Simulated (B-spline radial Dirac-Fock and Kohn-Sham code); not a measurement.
**Ce 3p3/2: cross section and angular parameters**

System: the free cerium atom, configuration [Xe] 4f1 5d1 6s2; threshold 1187.0 eV (tabulated edge). Model: Dirac-Hartree-Slater photoionisation with a Latter tail; cross sections with all multipoles, angular parameters from the dipole term and its interference with E2. Program: an atomic code on a B-spline grid.

```tsv
hν (eV)	σ (kb)	β	γ	δ
1440	182	1.142	0.316	0.068
1450	180	1.157	0.314	0.065
1486.9	174	1.209	0.301	0.055
1780	?	?	?	?
2000	108	1.524	0.043	0.010
2450	74.9	1.608	-0.035	0.006
5414.7	13.7	1.629	0.436	0.018
5540	13.0	1.626	0.462	0.019
6000	10.7	1.614	0.554	0.021
6910	7.52	1.586	0.727	0.027
9251.7	3.55	1.513	1.109	0.043
12000	1.75	1.432	1.475	0.064
```

Question: Give the values at 1780 eV.

Answer: σ = 131 kb, β = 1.442, γ = 0.136, δ = 0.018.

Values without a named source are computed, but for edge energies of neutral atoms, which are taken from tables.
